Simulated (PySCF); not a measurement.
ClFH2O2Sn, SMILES [OH][Sn]([OH])([F])[Cl]. Atoms are numbered in the order given.

```xyz
7

O      0.4130     1.9606     0.4141
Sn    -0.1398     0.1123     0.1234
O     -1.9804     0.0956    -0.5448
F     -0.1478    -0.8726     1.7785
Cl     1.3888    -0.9392    -1.2547
H     -0.3490     2.5186     0.6199
H     -2.4010    -0.7653    -0.4209
```
Charge 0, spin multiplicity 1.

Geometry optimised at PBE0-D3(BJ)/def2-SVP. The structure was generated by enumeration; whether it is a known compound was not checked. The def2 effective core potentials stand for the cores of Sn; spin–orbit coupling is left out. One conformer was computed; it need not be the lowest.

The numbers are results of ωB97X/def2-TZVP in PySCF, not measurements.

Atomic charges (e):

```tsv
atom	Löwdin	Mulliken
O1	-0.30	-0.64
Sn2	0.43	1.36
O3	-0.31	-0.64
F4	-0.25	-0.46
Cl5	0.09	-0.30
H6	0.17	0.34
H7	0.17	0.34
```
